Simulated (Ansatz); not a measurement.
Coupled-cluster diagnostics for (HBe-mu-Br)2 (Be₂H₂Br₂), Ansatz.

Geometry of the singlet (B3LYP-D4/def2-TZVP):

```tsv
atom	x (Å)	y (Å)	z (Å)
Be1	-0.8232	0.7272	-0.8360
H2	-1.6034	1.4345	-1.6432
Br3	-0.3785	1.0349	1.2728
Be4	0.8214	-0.7285	0.8366
H5	1.6221	-1.4205	1.6371
Br6	0.3616	-1.0476	-1.2673
```

Correlated methods freeze 18 core orbitals; core or outer-core shells of Br are correlated, in sets that lack core-valence functions.

Q: Estimate the CCSD(T) correlation energy, the shares of MP2 and (T), T1 and the reference's ⟨S²⟩ for: charge 0, singlet, own geometry in def2-TZVPP; and the rough time on 4 threads of Intel Xeon on a shared host.

A: 
| state | basis | correlation (eV) | MP2 share (%) | (T) share (%) | T1 | ⟨S²⟩ (pure) | wall time |
| --- | --- | --- | --- | --- | --- | --- | --- |
| charge 0, singlet, own geometry | def2-TZVPP | -20.764 | 93.1 | 2.9 | 0.006 | 0.00 (0.00) | 55 s |
Customary marks for T1 are 0.02 (closed shells), 0.045 (open shells) and about 0.05 (3d metals). T1 stays under 0.02 throughout.
